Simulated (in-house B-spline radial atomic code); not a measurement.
Spin-orbit splittings of orbital energies (j = l + 1/2 less j = l - 1/2) and ratios of mean radii (lower j over upper j) along the 26-electron series, configuration [Ar] 3d8. Computed with a radial B-spline atomic code at the basis-set limit: Dirac-Hartree-Fock, average of the configuration, finite nuclei.

| ion | Z | splitting of 3d (eV) | radius ratio of 3d | splitting of 3p (eV) | radius ratio of 3p | splitting of 2p (eV) | radius ratio of 2p |
| --- | --- | --- | --- | --- | --- | --- | --- |
| Co+ | 27 | 0.21495 | 0.99252 | 1.9635 | 0.98864 | 15.069 | 0.98646 |
| Ni2+ | 28 | 0.27476 | 0.99411 | 2.3562 | 0.98814 | 17.744 | 0.98542 |
| Cu3+ | 29 | 0.35443 | 0.9947 | 2.8274 | 0.98767 | 20.765 | 0.98434 |
| Zn4+ | 30 | 0.4524 | 0.99494 | 3.3814 | 0.98718 | 24.163 | 0.98322 |
| Ga5+ | 31 | 0.56971 | 0.995 | 4.0249 | 0.98666 | 27.97 | 0.98207 |
| Ge6+ | 32 | 0.70811 | 0.99497 | 4.7654 | 0.98611 | 32.219 | 0.98087 |
| As7+ | 33 | ? | ? | ? | ? | ? | ? |
| Se8+ | 34 | 1.0566 | 0.99473 | 6.5715 | 0.98489 | 42.186 | 0.97837 |
| Br9+ | 35 | 1.2714 | 0.99455 | 7.6556 | 0.98423 | 47.979 | 0.97706 |
| Kr10+ | 36 | ? | ? | ? | ? | ? | ? |
| Rb11+ | 37 | ? | ? | ? | ? | ? | ? |
| Sr12+ | 38 | 2.1084 | 0.99387 | 11.754 | 0.98206 | 69.083 | 0.97289 |
| Zr14+ | 40 | 2.8551 | 0.99333 | 15.305 | 0.98046 | 86.697 | 0.9699 |
| Nb15+ | 41 | 3.294 | 0.99304 | 17.363 | 0.97961 | 96.709 | 0.96835 |
| Mo16+ | 42 | 3.781 | 0.99273 | 19.627 | 0.97874 | 107.59 | 0.96675 |
| Tc17+ | 43 | 4.3193 | 0.99241 | 22.111 | 0.97784 | 119.4 | 0.96511 |
| Ru18+ | 44 | 4.9124 | 0.99208 | 24.829 | 0.97691 | 132.19 | 0.96343 |
| Rh19+ | 45 | 5.564 | 0.99173 | 27.797 | 0.97595 | 146.02 | 0.9617 |
| Pd20+ | 46 | 6.2777 | 0.99137 | 31.031 | 0.97496 | 160.95 | 0.95993 |
| Ag21+ | 47 | 7.0574 | 0.99101 | 34.547 | 0.97394 | 177.04 | 0.95812 |
| Cd22+ | 48 | 7.907 | 0.99063 | 38.363 | 0.9729 | 194.36 | 0.95626 |

Problem. Fill in the row of As7+.

Solution. splitting of 3d (eV): 0.86965; radius ratio of 3d: 0.99487; splitting of 3p (eV): 5.6113; radius ratio of 3p: 0.98552; splitting of 2p (eV): 36.946; radius ratio of 2p: 0.97964.

Problem. Fill in the row of Kr10+.

Solution. splitting of 3d (eV): 1.5165; radius ratio of 3d: 0.99435; splitting of 3p (eV): 8.8735; radius ratio of 3p: 0.98354; splitting of 2p (eV): 54.365; radius ratio of 2p: 0.97571.

Problem. Fill in the row of Rb11+.

Solution. splitting of 3d (eV): 1.7946; radius ratio of 3d: 0.99412; splitting of 3p (eV): 10.236; radius ratio of 3p: 0.98281; splitting of 2p (eV): 61.385; radius ratio of 2p: 0.97432.

Problem. With what power of Z does the column «splitting of 2p (eV)» change over this range?

Solution. A fit of the logarithm of its size against log Z from Z = 27 to 48 has slope 4.44. An unscreened hydrogenic electron would give 4 at low Z; screening makes the apparent power larger near the neutral end, and relativity raises it again at high Z.
